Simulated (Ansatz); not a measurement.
`C[O][Sn][Cl]` + H–F → `C[O][Sn][F]` + HCl at 700 K and 1 bar (ligand exchange at the Sn–Cl bond).

Calculated with Ansatz (gas phase, PBE0-D4/def2-TZVP geometries, no zero-point term in ΔE). CBS: MP2 limit from def2 TZ/QZ plus the TZ coupled-cluster correction, frozen cores. This one scheme is used for every species. def2 core potentials past Kr. For Sn outer-core shells are correlated without core-valence functions, which leaves a few kJ/mol of doubt a bond. Each species was taken in one conformer, which may not be the lowest.

| species | CCSD(T)/CBS energy (Eh) | H − E (kJ/mol) | S (J/(mol·K)) |
| --- | --- | --- | --- |
| `C[O][Sn][Cl]` | -788.90874 | 168.7 | 426.1 |
| H–F | -100.39570 | 45.2 | 198.5 |
| `C[O][Sn][F]` | -428.91146 | 169.2 | 412.2 |
| HCl | -460.38127 | 38.4 | 211.8 |

H − E and S are ideal-gas, rigid-rotor, harmonic terms from PBE0-D4/def2-TZVP, for one conformer and one mirror image of each species. 1 Eh = 2625.50 kJ/mol, R = 8.31446 J/(mol·K).

Task: By hand: ΔE, ΔH, ΔS and ΔG.

Result: ΔE = (-428.91146) + (-460.38127) − (-788.90874) − (-100.39570) = 0.01171 Eh = 30.7 kJ/mol. Δ(H − E) = 169.2 + 38.4 − 168.7 − 45.2 = -6.3, so ΔH = 24.4 kJ/mol. ΔS = 412.2 + 211.8 − 426.1 − 198.5 = -0.6 J/(mol·K). ΔG = 24.4 − 700 × (-0.6)/1000 = 24.8 kJ/mol.

Task: By hand: the equilibrium constant, and the temperature at which ΔG would vanish if ΔH and ΔS stayed fixed.

Result: log₁₀ K = −ΔG/(RT ln 10) = -1.9. ΔH and −TΔS have one sign here, so there is no such temperature.

The number of gas molecules stays the same, so ΔS is small and ΔH decides. A doubt of 5 kJ/mol in ΔE shifts log₁₀ K by 0.4 here. Other conformers and mirror images would add mixing entropy, several J/(mol·K) or more a flexible species. These are equilibria of isolated gas molecules and say nothing of rates. Largest T1 diagnostic: 0.017 (customary marks: 0.02 for closed shells, 0.045 for open ones).

ΔS is within the doubt of such terms, so its sign, and with it that verdict, could turn.
